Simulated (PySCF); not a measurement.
Mo(O)2(OH) (HMoO₃), SMILES [Mo]([OH])(=[O])=[O] (connectivity only; charge and spin as stated), neutral, multiplicity 2.

The structure is a stationary point at B3LYP-D3(BJ)/def2-SVP. The geometry has at least one imaginary mode, so it is a saddle point at that level. The multiplicity is an assumed one; other spin states were not compared. The isomer is the one that the SMILES or the coordinates give; other isomers of the formula were not compared. The def2 effective core potentials stand for the cores of Mo; spin–orbit coupling is left out. One conformer was computed; it need not be the lowest.

Method: TDA-B3LYP/def2-SVPD (PySCF).

Vertical excitations. Isolated molecule, no solvent.

```csv
state,energy (eV),λ (nm),f,main pairs
root 1,1.65,752,0.001,α HOMO→LUMO 99 %
root 2,2.37,524,0.000,α HOMO→LUMO+1 99 %
root 3,3.41,363,0.000,β HOMO→LUMO 100 %
root 4,3.79,327,0.000,"α HOMO−1→LUMO 89 %, β HOMO→LUMO+1 8 %"
root 5,4.05,306,0.000,"α HOMO−1→LUMO+1 74 %, β HOMO→LUMO+2 18 %"
root 6,4.10,303,0.001,"α HOMO−2→LUMO 11 %, β HOMO−1→LUMO 83 %"
root 7,4.21,295,0.000,"α HOMO−1→LUMO 9 %, β HOMO→LUMO+1 90 %"
root 8,4.30,288,0.007,β HOMO−2→LUMO 94 %
root 9,4.34,286,0.002,"α HOMO−2→LUMO 42 %, β HOMO−2→LUMO+1 33 %, β HOMO−1→LUMO 12 %, β HOMO−4→LUMO+2 6 %"
root 10,4.47,278,0.001,β HOMO−3→LUMO 92 %
```
Unrestricted roots are not spin-pure.
